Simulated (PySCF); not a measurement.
# Computed properties of CH10N2Si3, SMILES N[Si@@H]1N[SiH2]C[SiH2]1

CH10N2Si3, SMILES N[Si@@H]1N[SiH2]C[SiH2]1. Geometry: PBE0-D3(BJ)/def2-SVP. The structure was generated by enumeration; whether it is a known compound was not checked. Other conformers were not sampled. All values are computed for the isolated molecule unless a solvent is named; none is compared with measurement here.

**Structure.** All 42 harmonic modes at PBE0-D3(BJ)/def2-SVP (PySCF) are real, so it is a minimum. With heavy atoms numbered as in [NH2:1][Si@@H:2]1[NH:3][SiH2:4][CH2:5][SiH2:6]1, the shortest bond between them is N1–Si2 at 1.729 Å and the longest Si2–Si6 at 2.348 Å.

**Vibrations.** The strongest infrared lines (harmonic, unscaled, degenerate partners summed) lie at 903 cm⁻¹ (364 km/mol, H 38 %, N 34 %, Si 27 %), 907 cm⁻¹ (335 km/mol, H 74 %, Si 13 %, N 13 %), 2203 cm⁻¹ (259 km/mol, H 98 %). The softest mode is at 65 cm⁻¹ and the zero-point energy is 71.3 kcal/mol.

**Electronic structure.** CAM-B3LYP/def2-TZVP (PySCF) places the frontier levels at -8.47 and 1.04 eV, a gap of 9.51 eV, and gives a dipole moment of 1.77 D. PBE/def2-TZVP (PySCF) at the same geometry gives -5.78 and -0.74 eV, so its gap is 4.47 eV narrower. An orbital gap is neither the optical nor the fundamental gap.

**Excitations.** TDA-ωB97X/def2-SVPD (PySCF) has S1 at 6.50 eV (191 nm, f = 0.040, weak); the most intense of the 6 singlets computed lies at 7.22 eV (f = 0.06). T1 (TDA) is at 5.87 eV, 0.63 eV under S1. TDA-PBE/def2-SVPD (PySCF) puts S1 at 5.19 eV. No vertical singlet excitation falls in the visible range (under 3.1 eV).

**NMR.** GIAO shifts at PBE0/pcSseg-1 (PySCF) (non-relativistic, atoms alike by connectivity averaged): ¹³C at -13.5 ppm against TMS; ¹H from 0.3 to 5.2 ppm against TMS; ²⁹Si from -73.0 to -23.4 ppm against TMS.

**Solvation.** SMD-PBE0/def2-SVP (PySCF) gives -0.2 kcal/mol in water, -3.5 kcal/mol in N,N-dimethylformamide, -3.2 kcal/mol in cyclohexanone (1 M in both phases, gas-phase geometry).
